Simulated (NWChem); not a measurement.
Molecule: CH₆GeMg; SMILES [CH3][Mg][GeH3]

All runs: NWChem. Structure relaxed at the B3LYP/6-31G* (spherical d) level. Total energies compare along this basis series because the functional is fixed.

```tsv
level	basis functions	energy (Ha)	highest occupied level (eV)	orbital gap (eV)	dipole (D)
Hartree-Fock/cc-pVDZ	89	-2316.2894	-8.92	10.25	1.53
Hartree-Fock/aug-cc-pVDZ	140	-2316.2923	-8.94	9.34	1.40
Hartree-Fock/cc-pVTZ	191	-2316.3828	-8.95	…	1.42
```

Task: Some entries are withheld; supply them.

Result: 
- Hartree-Fock/cc-pVTZ, orbital gap (eV): 10.06
